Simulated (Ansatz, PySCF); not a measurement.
Gas-phase reaction (SMILES): N[Si](N)(F)F → [NH2] (NH2) + N[Si](F)F; the N-Si bond at the site shown breaks (other sites are not compared here).

Structures are relaxed separately at B3LYP-D3(BJ)/def2-TZVP in Ansatz (a first-principles code), one conformer each, not searched for the lowest. Valence correlation only, unless marked. UHF or UKS for open shells. Spin-orbit coupling is left out. No relativistic terms. CBS(X,Y): correlation extrapolated as X^-3; Hartree-Fock from the larger set. [CCSD(T)-MP2]/basis is that difference in the basis named. Thermal terms are rigid-rotor harmonic-oscillator values from B3LYP-D3(BJ) frequencies (Ansatz or PySCF) at 298.15 K and 1 atm. 1 Eh = 627.5095 kcal/mol. Electronic entropy comes from spin alone.

```json
[
 {"species": "N[Si](N)(F)F", "E, RI-MP2/CBS(aug-cc-pV(T+d)Z,aug-cc-pV(Q+d)Z)+[CCSD(T)-MP2]/aug-cc-pV(T+d)Z (Ansatz) (Eh)": "-600.70038", "E, PBE0-D4/def2-TZVPD (Ansatz + dftd4) (Eh)": "-601.03086", "H - E (Eh)": "0.06676", "G - E (Eh)": "0.02995"},
 {"species": "[NH2] (NH2)", "E, RI-MP2/CBS(aug-cc-pV(T+d)Z,aug-cc-pV(Q+d)Z)+[CCSD(T)-MP2]/aug-cc-pV(T+d)Z (Ansatz) (Eh)": "-55.82323", "E, PBE0-D4/def2-TZVPD (Ansatz + dftd4) (Eh)": "-55.83655", "H - E (Eh)": "0.02268", "G - E (Eh)": "0.00058"},
 {"species": "N[Si](F)F", "E, RI-MP2/CBS(aug-cc-pV(T+d)Z,aug-cc-pV(Q+d)Z)+[CCSD(T)-MP2]/aug-cc-pV(T+d)Z (Ansatz) (Eh)": "-544.67922", "E, PBE0-D4/def2-TZVPD (Ansatz + dftd4) (Eh)": "-545.00641", "H - E (Eh)": "0.03741", "G - E (Eh)": "0.00229"}
]
```

Question: Work out ΔE and ΔH, ΔG, ΔS and the equilibrium constant at 298.15 K at the first level, then ΔH at the second.

Answer: 
1. ΔE = [(-55.82323) + (-544.67922)] - [(-600.70038)] = 0.19793 Eh = 124.2 kcal/mol at RI-MP2/CBS(aug-cc-pV(T+d)Z,aug-cc-pV(Q+d)Z)+[CCSD(T)-MP2]/aug-cc-pV(T+d)Z.
2. The terms H - E add up to -0.00667 Eh, so ΔH = (0.19793 + (-0.00667))×627.5095 = 120.0 kcal/mol.
3. The terms G - E add up to -0.02708 Eh, so ΔG = 107.2 kcal/mol, and ΔS = (-0.00667 - (-0.02708))×627509.5/298.15 = 43.0 cal/(mol K).
4. log10 K = -ΔG/(RT ln 10) = -78.6, with RT ln 10 = 1.3642 kcal/mol.
5. With ΔH and ΔS taken as constant, ΔG changes sign near ΔH/ΔS = 2790 K, a rough figure that leaves out heat capacities.
6. At PBE0-D4/def2-TZVPD the same steps give ΔE = 117.9 and ΔH = 113.7 kcal/mol, a shift of -6.3 from the first level.
7. These values are not checked against measurement here, since the tables used lack a sound gas-phase enthalpy of formation for at least one species.
